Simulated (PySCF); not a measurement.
# Correlation energy of Ga (gallium, neutral)

[Ar] 3d10 4s1 4p1 4d1, one real determinant (an excited configuration). Calculation: PySCF 2.14, in x2c-TZVPPall with one added diffuse shell each of s, p, d type (7s6p5d1f, 57 functions); scalar relativity by spin-free X2C-1e. Frozen: [Ne]; 21 electrons correlated.

```
  level  correlation energy (mhartree)
   CCSD                        -271.95
    (T)                          -8.29
CCSD(T)                        -280.24
```

Diagnostics: T1 = 0.011, D1 = 0.0416, largest double amplitude 0.185.

The real determinant used has ⟨L²⟩ near 8 against 12 for a pure F term, so it mixes terms. The outer electron is Rydberg-like, and this basis confines it to a smaller radius and binds it less than a complete one would. A double-excitation amplitude exceeds 0.15, a sign of near-degeneracy.

Cost of the coupled-cluster step: of the order of 11 core-seconds, for 21 correlated electrons.

Iterations:

```
CC2 = 0
CCSD nocc = (np.int64(12), np.int64(9)), nmo = (52, 52)
frozen orbitals [[0, 1, 2, 3, 4], [0, 1, 2, 3, 4]]
max_cycle = 100
direct = 0
conv_tol = 1e-08
conv_tol_normt = 1e-06
diis_space = 8
diis_start_cycle = 0
Init t2, MP2 energy = -0.297214793137042
Init E_corr(UCCSD) = -0.297214793139229
cycle = 1  E_corr(UCCSD) = -0.254084457898433  dE = 0.0431303352  norm(t1,t2) = 0.0821954
cycle = 2  E_corr(UCCSD) = -0.273805632175682  dE = -0.0197211743  norm(t1,t2) = 0.032305
cycle = 3  E_corr(UCCSD) = -0.269898738058505  dE = 0.00390689412  norm(t1,t2) = 0.0185068
cycle = 4  E_corr(UCCSD) = -0.270825160813806  dE = -0.000926422755  norm(t1,t2) = 0.0121648
cycle = 5  E_corr(UCCSD) = -0.271359920394009  dE = -0.00053475958  norm(t1,t2) = 0.00966397
cycle = 6  E_corr(UCCSD) = -0.271312829352977  dE = 4.7091041e-05  norm(t1,t2) = 0.00842525
cycle = 7  E_corr(UCCSD) = -0.271677430937989  dE = -0.000364601585  norm(t1,t2) = 0.00597843
cycle = 8  E_corr(UCCSD) = -0.272026228463042  dE = -0.000348797525  norm(t1,t2) = 0.00239649
cycle = 9  E_corr(UCCSD) = -0.271973690124382  dE = 5.25383387e-05  norm(t1,t2) = 0.00104789
cycle = 10  E_corr(UCCSD) = -0.271923516116496  dE = 5.01740079e-05  norm(t1,t2) = 0.00219868
cycle = 11  E_corr(UCCSD) = -0.271937150027438  dE = -1.36339109e-05  norm(t1,t2) = 0.000462553
cycle = 12  E_corr(UCCSD) = -0.27195335094729  dE = -1.62009199e-05  norm(t1,t2) = 9.28773e-05
cycle = 13  E_corr(UCCSD) = -0.271947711188451  dE = 5.63975884e-06  norm(t1,t2) = 3.15132e-05
cycle = 14  E_corr(UCCSD) = -0.271949954913882  dE = -2.24372543e-06  norm(t1,t2) = 9.52859e-06
cycle = 15  E_corr(UCCSD) = -0.271949364803547  dE = 5.90110335e-07  norm(t1,t2) = 3.95261e-06
cycle = 16  E_corr(UCCSD) = -0.271949340387724  dE = 2.44158229e-08  norm(t1,t2) = 2.80419e-06
cycle = 17  E_corr(UCCSD) = -0.271949296451213  dE = 4.39365112e-08  norm(t1,t2) = 3.88329e-06
cycle = 18  E_corr(UCCSD) = -0.27194938246232  dE = -8.60111071e-08  norm(t1,t2) = 1.52743e-06
cycle = 19  E_corr(UCCSD) = -0.271949378487285  dE = 3.97503469e-09  norm(t1,t2) = 1.15129e-06
cycle = 20  E_corr(UCCSD) = -0.271949346558656  dE = 3.19286292e-08  norm(t1,t2) = 1.24683e-06
cycle = 21  E_corr(UCCSD) = -0.271949337435357  dE = 9.12329906e-09  norm(t1,t2) = 8.51787e-07
UCCSD converged
E(UCCSD) = -1942.110274601627  E_corr = -0.2719493374353571
UCCSD(T) correction = -0.0082872396699627
```

The reference is one real determinant that mixes LS terms of this configuration.

This basis was not built for core-valence correlation, so the inner-shell part is incomplete.
